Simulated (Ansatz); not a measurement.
Computed with Ansatz on PBE0-D4/def2-TZVP structures; ΔE is electronic, products minus reactants. CBS: MP2 limit from def2 TZ/QZ plus the TZ coupled-cluster correction, frozen cores. This one scheme is used for every species. Functionals use def2-TZVPP. Each species was taken in one conformer, which may not be the lowest.

Reaction (cleavage of the Si–Si bond): `N[SiH](N)[SiH3]` + `NN` → `NN[SiH3]` + `N[SiH2]N`

```tsv
level	ΔE (kJ/mol)	difference from CCSD(T)/CBS
revPBE-D4	-29.9	17.1
ωB97M-V	-52.1	-5.1
PBE	-31.3	15.7
revPBE	-29.1	17.9
CAM-B3LYP	-56.0	-9.0
LC-ωPBE	-44.8	2.2
RPA@PBE/def2-TZVPP	-46.7	0.3
CCSD/def2-SVP	-50.9	-3.9
CCSD(T)/def2-SVP	-49.3	-2.3
CCSD/def2-TZVPP	-49.3	-2.3
CCSD(T)/CBS	-47.0	0
```

Largest T1 diagnostic among the species: 0.011.

From PBE to PBE0 (25 % exact exchange), in def2-TZVPP and without D4, ΔE moves by −5.3 kJ/mol. The D4 term adds +3.2 kJ/mol with B3LYP and +2.1 kJ/mol with PBE0; it sums over pairs of atoms, weighted by their polarisabilities, and B3LYP, whose exchange is more repulsive, gets the larger term. In def2-TZVPP, CCSD(T) changes the Hartree–Fock value by +17.5 kJ/mol (the triples alone add +2.5 kJ/mol) and MP2 by +8.8 kJ/mol.

B3LYP here is the variant with VWN-RPA as its local correlation; programs differ in this.
